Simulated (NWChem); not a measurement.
System: C₃H₃F₃; SMILES CC(F)=C(F)F

All runs: NWChem. Pople sets run with spherical d functions. Geometry: optimised at B3LYP/6-31G* (spherical d). Level: B3LYP/6-31G* with SMD (1 M gas to 1 M solution), gas-phase geometry.

For solvent water:

* **solvation free energy (kcal/mol)**: 2.4
* **cavity-dispersion-structure term (kcal/mol)**: 4.8
* **dipole in solution (D)**: 2.14

### Question
Estimate the same quantities for solvent toluene.

### Answer
| Property | Result |
|---|---|
| solvation free energy (kcal/mol) | -0.8 |
| cavity-dispersion-structure term (kcal/mol) | 0.5 |
| dipole in solution (D) | 1.94 |
